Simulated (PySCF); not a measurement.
Stepwise substitution at one centre (B F-SH). All species are isolated molecules in the gas phase. One relaxed conformer stands for each flexible species; it need not be the lowest. Strings in code marks are SMILES.

The LUMO from two functionals at the same geometries (B3LYP-D3(BJ)/def2-TZVP), both in PySCF: PBE-D3(BJ)/def2-TZVP and B3LYP-D3(BJ)/def2-TZVP. B3LYP has the VWN-RPA correlation part, as in Gaussian. 

```tsv
species	B3LYP-D3(BJ)/def2-TZVP (eV)
1 of 3 F replaced by SH	-0.16
2 of 3 F replaced by SH (`FB(S)S` (S–B–S–H torsion -180°, S–B–S–H torsion 180°))	-0.56
3 of 3 F replaced by SH (`SB(S)S`)	-0.92
```

Problem. What does PBE-D3(BJ)/def2-TZVP give for each?

Solution. 
- 1 of 3 F replaced by SH: -0.93
- 2 of 3 F replaced by SH (`FB(S)S` (S–B–S–H torsion -180°, S–B–S–H torsion 180°)): -1.31
- 3 of 3 F replaced by SH (`SB(S)S`): -1.61
Over these rows, drawn at random from the members with no instability flagged (it was tested for open shells, ions and some series alone), PBE minus B3LYP-D3(BJ): mean -0.74 eV, from -0.77 eV to -0.69 eV.
